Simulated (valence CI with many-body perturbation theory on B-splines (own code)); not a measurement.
Results of a calculation; reference values are marked as such.
A CI+MBPT run for Te19+

The program does CI of the valence electrons with many-body perturbation theory for a frozen closed Dirac-Fock core.

Command, and the settings that its task file holds:

```sh
python run_cv.py task.json out
```

```
atom Te  Z=52  mass_number=130  rms_radius_fm=4.7423
core [Ar] 3d10
valence 4s2 5p3
avg = 1
basis = S
breit = 1
cap = 10000
capref = 1200
cscale = 1
de = 0.0
dress = 0
eps = 2e-08
h = 0.27
hh = 1
l2 = 3
lcore = 6
maxit = 60
n2 = 5
natural = 1
nlev = 20
nno = [3, 3, 3, 2, 1]
nroot = 26
nsp = [3, 3, 2, 1, 0]
pt2 = 1
qed = 1
rpa = 1
s1 = 1
s2 = 1
s3 = 1
screen = 1
tol = 2e-05
```

Q: What became of the run, and why?

A: It gave no result: the start configuration must fill the lowest shells above the core. The program said: "5p is not the lowest shell of its kind above the core".
